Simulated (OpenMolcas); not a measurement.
## Os VI: effect of the active space

- Program: OpenMolcas
- Method: SS-CASPT2 or its RAS form, IPEA 0.25 Eh, imaginary shift 0.1 Eh
- Basis: ANO-R2
- Scalar Hamiltonian: X2C, finite nucleus
- Spin-orbit coupling: state interaction with AMFI integrals over the reference wave functions, term energies averaged over their components

A. 3 electrons in 5 orbitals (5d); 2S+1 = 4 even, 10 roots; 2S+1 = 2 even, 40 roots; closed shells correlated: 5s 5p; CASPT2 step roughly 12 core-seconds
B. 9 electrons in 8 orbitals (RAS1 5p, at most 2 holes; RAS2 5d); 2S+1 = 4 even, 10 roots; 2S+1 = 2 even, 40 roots; closed shells correlated: 5s; CASPT2 step about 30 core-seconds
C. 3 electrons in 10 orbitals (5d 6d); 2S+1 = 4 even, 10 roots; 2S+1 = 2 even, 40 roots; closed shells correlated: 5s 5p; CASPT2 step roughly 5 core-minutes

Energies in cm-1 above 5d3 4F 3/2, the measured ground level; measured values from the list in Brasseur, Palmeri and Quinet, Atoms 13, 11 (2025).

```
            Level      A      B      C  Measured
       5d3 4F 3/2    0.0    0.0    0.0       0.0
       5d3 4F 5/2   6470   6770   6510      6397
       5d3 4F 7/2  11590  12020  11640     11444
5d3 4F 9/2 [55 %]  14860  15350  14990     14678
5d3 4P 1/2 [67 %]  17500  17390  16970     16772
       5d3 2G 7/2  23310  23970  23340     22920
5d3 2H 9/2 [56 %]  24360  25120  24610     24028
       5d3 4P 5/2  25260  25820  25390     24828
5d3 2P 1/2 [67 %]  30320  29920  29140     28860
      5d3 2H 11/2  32500  33500  33080     32156
    5d3 2D 5/2(1)  35190  36370  35310     34418
5d3 2G 9/2 [57 %]  37460  38610  37760     37019
       5d3 2F 5/2  40740  41350  40880     39601
       5d3 2F 7/2  41500  42100  41590     40447
5d3 2P 3/2 [55 %]  41580  41520  40650          
    5d3 2D 3/2(2)  61910  62550  61970          
    5d3 2D 5/2(2)  62670  62990  62810     61005
```

Deviations, from unrounded energies. A percentage is the sum of absolute deviations over the sum of measured energies, with the sign that they share, or ± where signs differ.

```json
{"Against measurement": "mean absolute deviation (cm-1)", "Levels": "14", "A": "650", "B": "1200", "C": "670"}
{"Against measurement": "fine structure of the ground term (%)", "Levels": "3", "A": "+1.2", "B": "+5.0", "C": "+1.9"}
{"Against measurement": "other terms of the ground configuration (%)", "Levels": "11", "A": "+2.4", "B": "+4.2", "C": "+2.4"}
```

A, C lie about equally close to measurement and B furthest from it. The largest miss of A in the table is 5d3 2D 5/2(2), by +1700 cm-1. The ranking rests on the paired levels alone, and a cruder setting can come out closer through cancelling errors.

The two smallest mean deviations differ by little beside CASPT2's spread within terms, so their order carries little weight.

Among A to C the level of the table that moves most is 5d3 2P 1/2 [67 %], by 1200 cm-1 (lowest in C, highest in A). Moves below CASPT2's spread within the term are not significant.

CASPT2 breaks the degeneracy within a term, and the mean is taken; among the terms shown or strongly mixed into the levels shown the widest spread is 970 cm-1 (5d3 2H, A). The CASPT2 spread within a term exceeds the gap to the next term for 5d3 2P and 5d3 2H, so the order of their levels is uncertain (holds for A). Active for correlation alone: 5p; no level in the range computed is led by a configuration that opens it, so any true level of that kind is missing (holds for B). Active for correlation alone: 6d; no level in the range computed is led by a configuration that fills it, so any true level of that kind is missing (holds for C). Measured partners are found by configuration, term and J. A level has none where our copy of the source lacks it or the pairing is in doubt (some pairs that miss far off the trend of their configuration count as doubtful), and it then counts in no deviation. Only configurations of the active space appear. The table leaves out levels that lie high or whose names do not pair safely across all columns.

A share in square brackets marks a mixed level and gives the weight of the term that names it, the lowest over the columns. A number in round brackets counts repeated terms of one configuration in the order of the reference energies.
